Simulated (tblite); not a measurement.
Compound: C₈H₈O₂.
Cartesian coordinates in Å at the GFN2-xTB level; atoms count from 1:
```
atom  x, y, z in Å
C1    -4.110    0.138   -0.542
C2    -2.636    0.152   -0.728
C3    -1.744   -0.018    0.252
C4    -0.326    0.000    0.040
C5     0.579   -0.173    1.023
C6     1.955   -0.150    0.789
C7     3.144   -0.126    0.562
C8     4.560   -0.112    0.371
O9     5.376   -0.268    1.244
O10    4.893    0.097   -0.917
H11   -4.539    1.086   -0.868
H12   -4.376   -0.030    0.499
H13   -4.557   -0.647   -1.152
H14   -2.290    0.314   -1.742
H15   -2.084   -0.180    1.267
H16    0.021    0.165   -0.971
H17    0.268   -0.339    2.047
H18    5.858    0.098   -1.005
```

Computed with GFN2-xTB (tblite): harmonic, unscaled wavenumbers at the GFN2-xTB geometry, gas phase. This tight-binding method is rough: wavenumbers can miss measured ones by several per cent, in bad cases by 10 to 20. One conformer, not necessarily the lowest.

Harmonic wavenumbers (cm⁻¹): 30.1, 46.1, 67.6, 112.0, 117.8, 156.5, 190.9, 210.1, 274.5, 334.1, 394.6, 432.2, 489.1, 536.9, 586.3, 589.9, 697.6, 738.4, 770.8, 789.5, 953.7, 962.7, 1010.6, 1028.8, 1079.2, 1118.2, 1146.0, 1191.8, 1193.1, 1255.2, 1282.0, 1291.8, 1322.5, 1398.7, 1468.4, 1476.2, 1601.2, 1667.2, 1748.6, 2299.8, 2992.1, 3008.6, 3041.6, 3044.8, 3052.1, 3059.9, 3071.9, 3459.9.

A = 6604, B = 338.3, C = 322.5 MHz; mass 136.052 u (most abundant isotopes); point group Cs, symmetry number 1.

Question: Zero-point energy?

Answer: ½Σν̃ = 29396 cm⁻¹ = 351.65 kJ/mol.

Question: Entropy at 298.15 K, 1 bar (ideal gas, RRHO, classical rotation)?

Answer: Translation 170.13, rotation 127.52, vibration 154.57: S = 452.2 J/(mol K).

Question: And Cp and H(298.15 K) − H(0)?

Answer: Cp = 170.97 J/(mol K), of which vibrations give 137.71 (their classical limit is 48 R = 399.1); H(298.15 K) − H(0) = 32.46 kJ/mol without the zero-point energy, 22.55 from vibrations.

Question: What must be added to the electronic energy to get the Gibbs energy at 298.15 K and 1 bar?

Answer: ZPE + [H(298.15 K) − H(0)] − T·S = 351.65 + 32.46 − 134.83 = 249.28 kJ/mol.

Question: Which modes carry the vibrational entropy at 298.15 K?

Answer: 30.1 cm⁻¹: 24.36; 46.1 cm⁻¹: 20.83; 67.6 cm⁻¹: 17.67; 112.0 cm⁻¹: 13.53; 117.8 cm⁻¹: 13.12; 156.5 cm⁻¹: 10.84 J/(mol K); the other 42 give 54.22 together.

Hindered rotation and anharmonicity are outside this model. Other conformers, if any are populated, would add a mixing term that is left out.

On Intel Xeon at 2.70 GHz, one thread (shared host), this took 1.4 s. This covers the Hessian and the dipole derivatives.
